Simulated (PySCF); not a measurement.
Se(F)(SMe) (CH3FSSe), SMILES CS[Se]F. Coordinates come from a PBE0-D3(BJ)/def2-SVP optimisation. The values are those of a single conformer.

Computed equilibrium geometry at PBE0-D3(BJ)/def2-SVP (PySCF confirms it by a frequency run) as Cartesian coordinates in Å (one conformer of several):
```xyz
7

Se     0.0073     0.5038     0.7138
F     -1.7345     0.7152     0.4009
S      0.4959    -1.2001    -0.4777
C      0.8040    -0.5218    -2.1363
H     -0.1200    -0.0981    -2.5501
H      1.1263    -1.3707    -2.7579
H      1.5974     0.2363    -2.1080
```
Charge 0, spin multiplicity 1.
